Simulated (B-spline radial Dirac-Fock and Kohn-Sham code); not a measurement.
**Auger decay of the 3s hole in Bi²⁺**

System: the Bi²⁺ ion in the configuration [Xe] 4f14 5d10 6s2 6p1.

Method: independent-particle radiative and Coulomb Auger rates from relativistic LDA hole-state orbitals, with Dirac-Fock energies. Computed with a radial atomic solver. Kinetic energies are configuration averages from the vacuum level; the two-hole energies are estimated from single-hole states.

```
transition  kinetic energy (eV)  width (meV)  share (%)
   M1-M3N3                75.06         1170        6.2
   M1-M2N6                80.06          407        2.2
   M1-M2N7                84.90          527        2.8
   M1-M3N4                289.9          345        1.8
   M1-M4N1                302.9          501        2.7
   M1-M3N5                314.9          609        3.3
   M1-M5N1                411.2          700        3.7
   M1-M3N6                597.9         3730       19.9
   M1-M3N7                604.2         4600       24.6
   M1-M5N5                917.0          352        1.9
```

Coster-Kronig rates are the weakest part of this model and often come out 1.5 to 2.5 times too large. The listed channels hold 69 % of the non-radiative rate. Summed by principal shells, of 18.7 eV in all: MMN 80.0 %, MMO 12.2 %, MNN 5.8 %, MNO 1.2 %, MMP 0.6 %.
